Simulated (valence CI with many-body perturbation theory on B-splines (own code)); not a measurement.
# Forbidden lines of Sb²⁸⁺

Calculated by configuration interaction combined with many-body perturbation theory (CI+MBPT): five valence electrons over a frozen Dirac-Fock core [Ar], radial functions for each j: 7 s, 7 p, 8 d, 6 f, 4 g, 1 h, with the one-electron correlation potential Σ1 (screened to all orders), the two-electron term Σ2, the three-electron term Σ3, Breit, model QED; selected single and double excitations, second order for the rest, scaled by the run's own slope (own B-spline code, finite nucleus).

The last digits are not significant, and no measured levels were compared; by estimate large intervals hold to a few tenths of a per cent, small ones and those within an open d or f shell to about a per cent. Only levels of the ground parity were solved; by the run's estimate the other parity begins above the list, which can be wrong where configurations are misplaced.

Lines 51 to 100 of 120 in falling wavelength, among levels below 70.579 eV, chosen from the decays that carry over 1 % of a level's rate. Wavelengths and rates use the calculated energies. Weak lines are less certain than strong ones. Lines between different terms over intervals too small for the method are left out, as are lines whose strength nearly cancels.

Names give the largest LS component (configuration and term), which can be under half, so a name can repeat, a term be missing and a line seem to break the LS rules; names also repeat where a configuration has a term twice. Letters in brackets count levels of one name in rising energy.

```csv
λ vac (nm),Upper,Lower,Type,A (s⁻¹),Branch %
110.4,3d⁵ ⁴F_5/2,3d⁵ ²D_5/2 [a],M1,6.69e+03,22.2
109.7,3d⁵ ²F_5/2 [c],3d⁵ ²F_7/2 [a],M1,1.14e+03,2.9
109.3,3d⁵ ²S_1/2,3d⁵ ⁴F_3/2,M1,1.93e+03,7.3
107.9,3d⁵ ²G_9/2 [a],3d⁵ ⁴G_11/2,M1,2.71e+03,39.9
101.6,3d⁵ ²G_7/2 [a],3d⁵ ⁴D_7/2,M1,6.24e+01,1.0
101.2,3d⁵ ²I_13/2,3d⁵ ⁴G_11/2,M1,1.28e+03,93.8
100.7,3d⁵ ²G_9/2 [a],3d⁵ ⁴G_7/2,M1,3.33e+03,49.0
100.6,3d⁵ ⁴F_3/2,3d⁵ ⁴P_3/2,M1,1.52e+04,45.8
99.68,3d⁵ ²F_5/2 [b],3d⁵ ⁴G_5/2,M1,1.46e+04,64.6
97.01,3d⁵ ²S_1/2,3d⁵ ²D_3/2 [a],M1,8.06e+02,3.0
93.86,3d⁵ ⁴F_7/2,3d⁵ ²G_9/2 [a],M1,1.06e+04,34.9
92.70,3d⁵ ²H_11/2,3d⁵ ²I_13/2,M1,4.63e+03,13.5
92.10,3d⁵ ²D_5/2 [a],3d⁵ ²F_5/2 [a],M1,7.66e+03,40.9
89.96,3d⁵ ²F_5/2 [c],3d⁵ ²D_5/2 [a],M1,9.30e+03,23.6
89.77,3d⁵ ²G_9/2 [b],3d⁵ ²G_9/2 [a],M1,3.09e+02,2.2
89.67,3d⁵ ²D_3/2 [b],3d⁵ ²D_5/2 [a],M1,3.91e+03,34.6
87.76,3d⁵ ²H_11/2,3d⁵ ²G_9/2 [a],M1,4.05e+03,11.8
87.19,3d⁵ ²F_5/2 [b],3d⁵ ⁴P_3/2,M1,1.75e+03,7.7
84.82,3d⁵ ²F_5/2 [c],3d⁵ ⁴D_7/2,M1,7.06e+03,17.9
84.09,3d⁵ ²F_5/2 [b],3d⁵ ⁴G_7/2,M1,3.18e+03,14.0
83.88,3d⁵ ²F_7/2 [b],3d⁵ ²D_5/2 [a],M1,2.64e+03,12.2
81.69,3d⁵ ⁴F_7/2,3d⁵ ²F_7/2 [a],M1,6.82e+03,22.6
80.11,3d⁵ ²H_9/2,3d⁵ ⁴G_9/2,M1,1.24e+04,51.5
79.39,3d⁵ ²F_7/2 [b],3d⁵ ⁴D_7/2,M1,7.37e+03,34.2
78.62,3d⁵ ²G_9/2 [b],3d⁵ ²I_11/2,M1,2.24e+03,16.1
77.77,3d⁵ ²F_7/2 [a],3d⁵ ²F_5/2 [a],M1,8.28e+02,12.9
77.08,3d⁵ ²H_11/2,3d⁵ ²I_11/2,M1,1.95e+04,57.1
76.32,3d⁵ ⁴G_7/2,3d⁵ ⁶S_5/2,M1,1.79e+03,51.9
73.94,3d⁵ ⁴P_3/2,3d⁵ ⁶S_5/2,M1,1.80e+04,94.0
73.84,3d⁵ ⁴F_5/2,3d⁵ ⁴G_5/2,M1,3.79e+03,12.6
73.44,3d⁵ ²G_7/2 [a],3d⁵ ⁴G_9/2,M1,3.03e+03,50.5
73.24,3d⁵ ²G_7/2 [a],3d⁵ ⁴G_5/2,M1,1.65e+02,2.8
72.92,3d⁵ ²D_3/2 [a],3d⁵ ²F_5/2 [a],M1,2.38e+02,4.4
72.89,3d⁵ ²H_9/2,3d⁵ ⁴G_11/2,M1,4.89e+03,20.2
69.54,3d⁵ ²H_9/2,3d⁵ ⁴G_7/2,M1,4.36e+03,18.1
68.70,3d⁵ ²D_3/2 [b],3d⁵ ⁴P_1/2,M1,9.12e+02,8.1
67.22,3d⁵ ⁴F_3/2,3d⁵ ²F_5/2 [a],M1,1.10e+04,33.3
67.04,3d⁵ ⁴F_7/2,3d⁵ ⁴D_7/2,M1,3.13e+03,10.3
66.84,3d⁵ ⁴G_5/2,3d⁵ ⁶S_5/2,M1,3.69e+03,31.5
66.76,3d⁵ ⁴F_5/2,3d⁵ ⁴P_3/2,M1,1.29e+03,4.3
64.93,3d⁵ ²G_9/2 [b],3d⁵ ⁴D_7/2,M1,5.49e+03,39.5
64.93,3d⁵ ⁴F_5/2,3d⁵ ⁴G_7/2,M1,7.42e+03,24.7
64.46,3d⁵ ²G_7/2 [a],3d⁵ ⁴G_7/2,M1,1.26e+02,2.1
64.11,3d⁵ ²F_5/2 [c],3d⁵ ⁴G_5/2,M1,1.11e+04,28.1
61.10,3d⁵ ²F_7/2 [b],3d⁵ ⁴G_9/2,M1,8.50e+03,39.4
60.96,3d⁵ ²F_7/2 [b],3d⁵ ⁴G_5/2,M1,1.00e+03,4.6
60.94,3d⁵ ²F_5/2 [b],3d⁵ ²F_5/2 [a],M1,1.22e+03,5.4
60.35,3d⁵ ²S_1/2,3d⁵ ⁴P_1/2,M1,5.49e+03,20.7
58.70,3d⁵ ²F_5/2 [c],3d⁵ ⁴P_3/2,M1,1.91e+03,4.9
58.58,3d⁵ ²D_3/2 [b],3d⁵ ⁴P_3/2,M1,1.72e+03,15.2
```
